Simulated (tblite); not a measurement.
C2H14SSi4.
Numbering: `[SiH3:1][CH2:2][S:3][SiH2:4][CH:5]([SiH3:6])[SiH3:7]` (hydrogens: H8, H9, H10 on Si1; H11, H12 on C2; H13, H14 on Si4; H15 on C5; H16, H17, H18 on Si6; H19, H20, H21 on Si7)

A start from a force field or distance geometry was refined with GFN2-xTB geometry optimisation, gas phase in tblite. Values at the start:

| coordinate | start |
| --- | --- |
| Si1–C2 | 1.860 Å |
| Si1–H8 | 1.486 Å |
| C2–S3 | 1.802 Å |
| C2–H11 | 1.105 Å |
| S3–Si4 | 2.153 Å |
| Si4–C5 | 1.819 Å |
| Si4–H13 | 1.502 Å |
| C5–Si6 | 1.833 Å |
| C5–H15 | 1.100 Å |
| Si6–H16 | 1.483 Å |
| Si1–C2–S3 | 110.4° |
| C2–S3–Si4 | 103.7° |
| S3–Si4–C5 | 111.0° |
| Si4–C5–Si6 | 107.2° |
| Si4–C5–Si7 | 108.0° |
| Si6–C5–Si7 | 106.5° |
| Si1–C2–S3–Si4 | 180° |
| C2–S3–Si4–C5 | 179° |
| S3–Si4–C5–Si6 | -165° |

Problem. How do these coordinates change at the GFN2-xTB level?

Solution. 
```tsv
coordinate	GFN2-xTB (Å or °)	change
Si4–C5	1.887	+0.068
C5–Si6	1.898	+0.065
Si1–C2	1.903	+0.043
Si4–H13	1.467	-0.035
Si1–H8	1.460	-0.026
C2–S3	1.827	+0.025
Si6–H16	1.464	-0.019
C2–H11	1.088	-0.017
S3–Si4	2.142	-0.011
C5–H15	1.094	-0.006
Si6–C5–Si7	113.1	+6.6
C2–S3–Si4	98.6	-5.1
Si4–C5–Si7	112.6	+4.6
Si4–C5–Si6	110.4	+3.2
S3–Si4–C5	107.9	-3.1
Si1–C2–S3	109.1	-1.3
Si1–C2–S3–Si4	-174	+6
S3–Si4–C5–Si6	-168	-3
C2–S3–Si4–C5	-179	+2
```

The energy falls by 8.5 kcal/mol over 78 L-BFGS steps, the largest force on an atom goes from 2.46 to 0.010 eV/Å, and the atoms move by 0.131 Å rms after alignment. The bond that changes most is Si4–C5 (SiH2 silicon to sp3 carbon bound to silicon), which lengthens by 0.068 Å. Bonds longer at the end by more than 0.005 Å: 5 of 20; shorter: 14. Among the dihedrals that turn most is S3–Si4–C5–Si7, from 80° to 65°. Rotational constants go from 2597, 371.3, 339.9 to 2349, 372.4, 334.6 MHz.

Hardware: Arm Neoverse V2, one thread, shared host with 96 logical CPUs at a one-minute load of 30. Cost: 0.76 s wall.

Its GFN2-xTB frequencies are all real (lowest 21 cm⁻¹). One conformer, not necessarily the lowest. 3 starts were optimised and ended at 0.00, 0.03 and 0.29 kcal/mol (GFN2-xTB); the lowest of these is shown.

All values are computed, not measured.
